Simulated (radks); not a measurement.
B, 5 electrons, occupied as [He] 2p3 (not the ground configuration). All-electron calculation, non-relativistic Kohn-Sham, PBE, spin-unpolarised, spherical densities, point nucleus. Program: a radial shooting solver on a logarithmic mesh with Libxc functionals.

Unscreened Slater integrals over Kohn-Sham orbitals (cm^-1).

integral,value
"F0(2p,2p)",91916
"F2(2p,2p)",41194
"F0(2p,1s)",133480
"G1(2p,1s)",10789
"F0(1s,1s)",630460

Derived for the open shells (J is the average intra-shell exchange parameter used in DFT+U). 2p: J = F2/5 = 8239 cm^-1.
